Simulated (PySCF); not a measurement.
Molfile (atoms numbered from 1):
```
C5H6B
     RDKit          3D

 12 12  0  0  0  0  0  0  0  0999 V2000
    1.4539    0.3883    0.0405 B   0  0  0  0  0  0  0  0  0  0  0  0
    0.3383    1.4152    0.0327 C   0  0  0  0  0  0  0  0  0  0  0  0
   -0.9934    0.9951   -0.0094 C   0  0  0  0  0  0  0  0  0  0  0  0
   -1.3518   -0.3614   -0.0459 C   0  0  0  0  0  0  0  0  0  0  0  0
   -0.3641   -1.3583   -0.0410 C   0  0  0  0  0  0  0  0  0  0  0  0
    0.9996   -1.0578    0.0000 C   0  0  0  0  0  0  0  0  0  0  0  0
    2.6455    0.7064    0.0770 H   0  0  0  0  0  0  0  0  0  0  0  0
    0.5065    2.5033    0.0589 H   0  0  0  0  0  0  0  0  0  0  0  0
   -1.8094    1.7362   -0.0152 H   0  0  0  0  0  0  0  0  0  0  0  0
   -2.4111   -0.6442   -0.0787 H   0  0  0  0  0  0  0  0  0  0  0  0
   -0.7005   -2.4075   -0.0710 H   0  0  0  0  0  0  0  0  0  0  0  0
    1.6890   -1.9167    0.0001 H   0  0  0  0  0  0  0  0  0  0  0  0
  1  2  2  0
  2  3  1  0
  3  4  2  0
  4  5  1  0
  5  6  2  0
  6  1  1  0
  1  7  1  0
  2  8  1  0
  3  9  1  0
  4 10  1  0
  5 11  1  0
  6 12  1  0
M  CHG  1   1  -1
M  END
```

Geometry: PBE0-D3(BJ)/def2-SVP; GIAO absolute shieldings from PySCF 2.14.0 with density-fitted response routines, gas phase, non-relativistic, averaged over equivalent atoms.

At PBE0/pcSseg-1 (132 basis functions, 12 s wall time on 1 thread of an Arm Neoverse V1, shared host):
```tsv
atoms	σ (ppm)
B1	75.3
C3/C5	49.4
C2/C6	51.5
C4	72.1
H9/H11	24.31
H8/H12	24.64
H10	25.46
H7	26.29
```

**Question.** Predict the values at CAM-B3LYP/pcSseg-2 on the same geometry.

**Answer.** 
```tsv
atoms	σ at CAM-B3LYP/pcSseg-2	change
B1	68.7	-6.6
C3/C5	38.3	-11.1
C2/C6	43.6	-7.9
C4	65.2	-6.9
H9/H11	24.07	-0.24
H8/H12	24.66	+0.02
H10	25.39	-0.07
H7	26.25	-0.04
```

The largest change is at C3/C5 (aromatic CH). Cost: 300 basis functions, 71 s wall time on 1 thread of an Arm Neoverse V1, shared host. The order of the carbon signals is the same at both levels.

A carbon bonded to boron is broadened by the quadrupolar boron nucleus and is often missing from a measured spectrum.
